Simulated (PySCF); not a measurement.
PySCF input for GeS, SMILES [S]=[Ge] (connectivity only; charge and spin as stated), neutral, multiplicity 1, TDDFT-B3LYP/def2-TZVPD. Geometry optimised at B3LYP-D3(BJ)/def2-TZVP.

```python
import numpy as np
from pyscf import gto, scf, dft, tdscf

mol = gto.M(
    atom='''
    Ge    0.00000000    0.00000000   -0.67615974
    S     0.00000000    0.00000000    1.35231948
    ''',
    basis='def2-TZVPD',
    charge=0,
    spin=0,
    symmetry=True,
    symmetry_subgroup='C2v',
    max_memory=1600,
    verbose=4,
)
mf = dft.RKS(mol, xc='b3lyp').density_fit(auxbasis='def2-universal-jkfit')
mf.grids.level = 3
mf.conv_tol = 1e-9
mf.max_cycle = 100
mf.kernel()
mf.grids = dft.Grids(mol).set(level=1).build(with_non0tab=True)  # coarser grid for the response kernel
td = tdscf.TDDFT(mf)
td.singlet = True
td.nstates = 10
td.conv_tol = 1e-4
td.kernel(x0=td.get_init_guess(mf, 15))
td.analyze()
tt = tdscf.TDA(mf)
tt.singlet = False
tt.nstates = 4
tt.conv_tol = 1e-4
tt.kernel(x0=tt.get_init_guess(mf, 9))
tt.analyze(verbose=3)
```

Output:

```
PySCF version 2.14.0

[INPUT] verbose = 4
[INPUT] num. atoms = 2
[INPUT] num. electrons = 48
[INPUT] charge = 0
[INPUT] spin (= nelec alpha-beta = 2S) = 0
[INPUT] symmetry True subgroup C2v
[INPUT] Mole.unit = angstrom
[INPUT] Symbol           X                Y                Z      unit          X                Y                Z       unit  Magmom
[INPUT]  1 Ge     0.000000000000   0.000000000000  -0.676159740000 AA    0.000000000000   0.000000000000  -1.277756725057 Bohr   0.0
[INPUT]  2 S      0.000000000000   0.000000000000   1.352319480000 AA    0.000000000000   0.000000000000   2.555513450114 Bohr   0.0

nuclear repulsion = 133.567418053728
point group symmetry = Coov, use subgroup C2v
symmetry origin: [0. 0. 0.]
symmetry axis x: [1. 0. 0.]
symmetry axis y: [0. 1. 0.]
symmetry axis z: [0. 0. 1.]
num. orbitals of irrep A1 = 44
num. orbitals of irrep A2 = 10
num. orbitals of irrep B1 = 23
num. orbitals of irrep B2 = 23
number of shells = 34
number of NR pGTOs = 178
number of NR cGTOs = 100
basis = def2-TZVPD
ecp = {}


******** <class 'pyscf.df.df_jk.DFSymAdaptedRKS'> ********
method = DFSymAdaptedRKS
initial guess = minao
damping factor = 0
level_shift factor = 0
DIIS = <class 'pyscf.scf.diis.CDIIS'>
diis_start_cycle = 1
diis_space = 8
diis_damp = 0
SCF conv_tol = 1e-09
SCF conv_tol_grad = None
SCF max_cycles = 100
direct_scf = False
XC library pyscf.dft.libxc version 7.1.2
    S. Lehtola, C. Steigemann, M. J. T. Oliveira, and M. A. L. Marques,  SoftwareX 7, 1–5 (2018)
XC functionals = b3lyp
    P. J. Stephens, F. J. Devlin, C. F. Chabalowski, and M. J. Frisch,  J. Phys. Chem. 98, 11623 (1994)
radial grids:
    Treutler-Ahlrichs [JCP 102, 346 (1995); DOI:10.1063/1.469408] (M4) radial grids

becke partition: Becke, JCP 88, 2547 (1988); DOI:10.1063/1.454033
pruning grids: <function nwchem_prune>
grids dens level: 3
symmetrized grids: True
atomic radii adjust function: <function treutler_atomic_radii_adjust>
small_rho_cutoff = 0
Freeze 0 electrons in irreps []
    48 free electrons in irreps A1 A2 B1 B2
Set gradient conv threshold to 3.16228e-05
Initial guess from minao.
tot grids = 39520
******** <class 'pyscf.df.df.DF'> ********
auxbasis = def2-universal-jkfit
init E= -2474.74478838025
HOMO (A1) = -0.276313190325105  LUMO (B1) = -0.100080570626655  gap/eV = 4.79553
cycle= 1 E= -2475.18693068766  delta_E= -0.442  |g|= 0.817  |ddm|= 1.37
HOMO (A1) = -0.238632261663543  LUMO (B2) = -0.0859595107658659  gap/eV = 4.15444
cycle= 2 E= -2473.99476907079  delta_E= 1.19  |g|= 2.03  |ddm|= 2.08
HOMO (A1) = -0.28179959975407  LUMO (B2) = -0.0890186033984772  gap/eV = 5.24584
cycle= 3 E= -2475.25515582549  delta_E= -1.26  |g|= 0.379  |ddm|= 1.89
HOMO (B2) = -0.271972861854012  LUMO (B1) = -0.0961289800835434  gap/eV = 4.78496
cycle= 4 E= -2475.30288932941  delta_E= -0.0477  |g|=  0.1  |ddm|= 0.43
HOMO (B2) = -0.281027228233789  LUMO (B1) = -0.0987872220825867  gap/eV = 4.95900
cycle= 5 E= -2475.30572076438  delta_E= -0.00283  |g|= 0.0253  |ddm|= 0.0871
HOMO (B1) = -0.283125486035686  LUMO (B2) = -0.0977880818574519  gap/eV = 5.04329
cycle= 6 E= -2475.30594545779  delta_E= -0.000225  |g|= 0.00753  |ddm|= 0.0232
HOMO (B2) = -0.282796588635616  LUMO (B1) = -0.0970241367217088  gap/eV = 5.05513
cycle= 7 E= -2475.3059664502  delta_E= -2.1e-05  |g|= 0.0017  |ddm|= 0.00723
HOMO (B2) = -0.282994451911685  LUMO (B2) = -0.0971140159037951  gap/eV = 5.05806
cycle= 8 E= -2475.30596717509  delta_E= -7.25e-07  |g|= 0.000347  |ddm|= 0.00124
HOMO (B1) = -0.283026701735547  LUMO (B2) = -0.0971255686283587  gap/eV = 5.05863
cycle= 9 E= -2475.30596722041  delta_E= -4.53e-08  |g|= 1.65e-05  |ddm|= 0.000338
HOMO (B1) = -0.283024296258318  LUMO (B2) = -0.0971250879035228  gap/eV = 5.05858
cycle= 10 E= -2475.3059672205  delta_E= -9e-11  |g|= 4.47e-06  |ddm|= 1.69e-05
HOMO (B1) = -0.283023603418446  LUMO (B2) = -0.0971255962220408  gap/eV = 5.05854
Extra cycle  E= -2475.30596722045  delta_E= 4.55e-11  |g|= 1.18e-05  |ddm|= 1.44e-05
converged SCF energy = -2475.30596722045
tot grids = 13736


******** <class 'pyscf.tdscf.rks.TDDFT'> for <class 'pyscf.df.df_jk.DFSymAdaptedRKS'> ********
nstates = 10 singlet
deg_eia_thresh = 1.000e-03
wfnsym = None
conv_tol = 0.0001
eigh lindep = 1e-12
eigh level_shift = 0
eigh max_cycle = 100


Excitation energies (eV)
[3.67507029 3.92074723 3.92074896 4.14165117 4.14165117 5.62801177
 7.0531392  7.0531392  7.37125627 7.37125627]

** Singlet excitation energies and oscillator strengths **
Excited State   1:   A2      3.67507 eV    337.37 nm  f=0.0000
      23 -> 26       -0.49980
      24 -> 25        0.49980
Excited State   2:   A2      3.92075 eV    316.23 nm  f=0.0000
      23 -> 26        0.49973
      24 -> 25        0.49973
Excited State   3:   A1      3.92075 eV    316.23 nm  f=0.0000
      23 -> 25       -0.49973
      24 -> 26        0.49973
Excited State   4:   B1      4.14165 eV    299.36 nm  f=0.0153
      22 -> 25        0.70525
Excited State   5:   B2      4.14165 eV    299.36 nm  f=0.0153
      22 -> 26        0.70525
Excited State   6:   A1      5.62801 eV    220.30 nm  f=0.1278
      22 -> 27        0.23823
      22 -> 36        0.11762
      23 -> 25        0.46077
      24 -> 26        0.46077
Excited State   7:   B2      7.05314 eV    175.79 nm  f=0.0511
      24 -> 27        0.70298
Excited State   8:   B1      7.05314 eV    175.79 nm  f=0.0511
      23 -> 27        0.70298
Excited State   9:   B1      7.37126 eV    168.20 nm  f=0.1029
      23 -> 28        0.70243
Excited State  10:   B2      7.37126 eV    168.20 nm  f=0.1029
      24 -> 28        0.70243

** Transition electric dipole moments (AU) **
state          X           Y           Z        Dip. S.      Osc.
  1        -0.0000     -0.0000     -0.0000      0.0000      0.0000
  2         0.0000      0.0000     -0.0000      0.0000      0.0000
  3         0.0000      0.0000      0.0000      0.0000      0.0000
  4         0.3887      0.0000     -0.0000      0.1511      0.0153
  5         0.0000      0.3887      0.0000      0.1511      0.0153
  6         0.0000     -0.0000     -0.9629      0.9272      0.1278
  7        -0.0000      0.5436     -0.0000      0.2955      0.0511
  8         0.5436     -0.0000      0.0000      0.2955      0.0511
  9         0.7547      0.0000      0.0000      0.5695      0.1029
 10        -0.0000      0.7547     -0.0000      0.5695      0.1029

** Transition velocity dipole moments (imaginary part, AU) **
state          X           Y           Z        Dip. S.      Osc.
  1         0.0000     -0.0000      0.0000      0.0000      0.0000
  2        -0.0000     -0.0000     -0.0000      0.0000      0.0000
  3         0.0000      0.0000     -0.0000      0.0000      0.0000
  4         0.0581      0.0000     -0.0000      0.0034      0.0148
  5        -0.0000      0.0581     -0.0000      0.0034      0.0148
  6        -0.0000     -0.0000     -0.2003      0.0401      0.1293
  7         0.0000      0.1396      0.0000      0.0195      0.0501
  8         0.1396      0.0000     -0.0000      0.0195      0.0501
  9         0.2003     -0.0000     -0.0000      0.0401      0.0988
 10        -0.0000      0.2003      0.0000      0.0401      0.0988

** Transition magnetic dipole moments (imaginary part, AU) **
state          X           Y           Z
  1        -0.0000     -0.0000      0.0000
  2        -0.0000      0.0000     -0.0000
  3         0.0000     -0.0000      0.0000
  4         0.0000      1.7393      0.0000
  5        -1.7393     -0.0000     -0.0000
  6         0.0000      0.0000     -0.0000
  7        -0.0390     -0.0000     -0.0000
  8         0.0000      0.0390     -0.0000
  9        -0.0000     -0.3355     -0.0000
 10         0.3355      0.0000     -0.0000


******** <class 'pyscf.tdscf.rks.TDA'> for <class 'pyscf.df.df_jk.DFSymAdaptedRKS'> ********
nstates = 4 triplet
deg_eia_thresh = 1.000e-03
wfnsym = None
conv_tol = 0.0001
eigh lindep = 1e-12
eigh level_shift = 0
eigh max_cycle = 100


Excitation energies (eV)
[3.01451347 3.26024465 3.26024465 3.27316984]

** Triplet excitation energies and oscillator strengths **
Excited State   1:   A1      3.01451 eV    411.29 nm  f=0.0000
Excited State   2:   B2      3.26024 eV    380.29 nm  f=0.0000
Excited State   3:   B1      3.26024 eV    380.29 nm  f=0.0000
Excited State   4:   A2      3.27317 eV    378.79 nm  f=0.0000
```

The calculation finished and met its thresholds.
